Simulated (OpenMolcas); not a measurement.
**2s² 2p along the 5-electron sequence**

```
Program             : OpenMolcas 26.06
Method              : CASSCF
Basis               : ANO-RCC-VTZP
Scalar Hamiltonian  : DKH2, point nucleus
Spin-orbit coupling : RASSI with atomic mean-field integrals over the reference wave functions, term energies averaged over their components
```

Active space for each ion: 1 electron in 3 orbitals (2p).

Computed levels in cm-1 above ²P°_1/2:

```json
{"Level": "²P°_3/2", "N2+": "174", "O3+": "394", "F4+": "761", "Ne5+": "1341"}
{"Level": "weight of ²P° in the lowest level (%)", "N2+": "100", "O3+": "100", "F4+": "100", "Ne5+": "100"}
```

Measured, with the error of the calculation in %. Measured levels: N2+ from Moore, Selected Tables of Atomic Spectra, NSRDS-NBS 3, section 5; O3+ from Moore, Selected Tables of Atomic Spectra, NSRDS-NBS 3, section 10; F4+ from Moore, Atomic Energy Levels, vol. I, NSRDS-NBS 35 (1971 reprint of NBS Circular 467, 1949); Ne5+ from NIST levels in Podobedova, Fuhr, Reader and Wiese, J. Phys. Chem. Ref. Data 33, 525 (2004).

```
  Level      N2+         O3+         F4+         Ne5+
²P°_3/2  174 (0)  386 (+2.0)  746 (+2.1)  1310 (+2.4)
```

The fine-structure level ²P°_3/2 changes by a factor of 7.71 from N2+ to Ne5+. Its fourth root runs 3.63, 4.46, 5.25, 6.05, with steps per unit of Z of 0.82, 0.80, 0.80; equal steps would mean a (Z - σ)^4 law with constant σ.

With one active electron the reference holds no correlation, so core polarisation is missing. Measured partners are found by configuration, term and J. A level has none where our copy of the source lacks it or the pairing is in doubt (some pairs that miss far off the trend of their configuration count as doubtful), and it then counts in no deviation. Levels of configurations outside the active space are missing.

° marks odd parity.
